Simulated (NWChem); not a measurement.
Molecule: CH$_{5}$InO$_{2}$; SMILES C[O][InH][OH]

```xyz
9

In    -0.2992     0.5005     0.0000
H     -1.6189     1.6004     0.0000
O      1.7041     0.8068     0.0000
H      1.8973     1.7639     0.0000
O     -0.5860    -1.4944     0.0000
C      0.5032    -2.3948     0.0000
H      0.4582    -3.0573     0.8970
H      0.4582    -3.0573    -0.8970
H      1.5036    -1.9035     0.0000
```
Atoms are numbered in this order, from 1.

Computed with NWChem. Medium grid unless said otherwise, to which SCAN and Minnesota functionals are sensitive. Coordinates come from a PBE-D3(BJ)/def2-SVP optimisation. def2 effective core potentials on In; no spin-orbit coupling. B3LYP is NWChem's, with the RPA form of VWN correlation. Total energies of different functionals are on different scales.

```
level            energy (Ha)  highest occupied level (eV)  orbital gap (eV)  dipole (D)
---------------  -----------  ---------------------------  ----------------  ----------
B3LYP/def2-SVP     -381.6039                        -6.83              5.46        2.55
PBE/def2-SVP       -381.3214                        -5.59              3.65        2.30
B97-D/def2-SVP     -381.8083                        -5.63              3.68        2.34
PW91/def2-SVP      -381.5531                        -5.66              3.63        2.30
PW6B95/def2-SVP    -381.8559                        -7.21              6.16        2.64
revPBE/def2-SVP    -381.5271                        -5.55              3.69        2.31
M06-L/def2-SVP     -381.6583                            …                 …        2.56
```

Q: Fill in the missing entries.

A: 
- M06-L/def2-SVP, highest occupied level (eV): -5.82
- M06-L/def2-SVP, orbital gap (eV): 4.20
